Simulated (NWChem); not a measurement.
Molecule: C2H2I2; SMILES C=C(I)I

```xyz
6

C      0.0000     0.0000    -2.2098
C      0.0000     0.0000    -0.8784
I     -1.7852     0.0000     0.2271
I      1.7852     0.0000     0.2271
H      0.9381     0.0000    -2.7712
H     -0.9381     0.0000    -2.7712
```
Atoms are numbered in this order, from 1.

Results from NWChem. Medium grid unless said otherwise, to which SCAN and Minnesota functionals are sensitive. Coordinates come from a PBE0/def2-SVP optimisation. def2 effective core potentials on I; no spin-orbit coupling.

For level PBE/def2-SVP:

| Property | Value |
|---|---|
| highest occupied level (eV) | -5.98 |
| orbital gap (eV) | 3.43 |
| dipole (D) | 0.86 |

How do the values read with level M05-2X/def2-SVP instead?


| Item | Result |
|---|---|
| highest occupied level (eV) | -8.42 |
| orbital gap (eV) | 7.56 |
| dipole (D) | 1.27 |
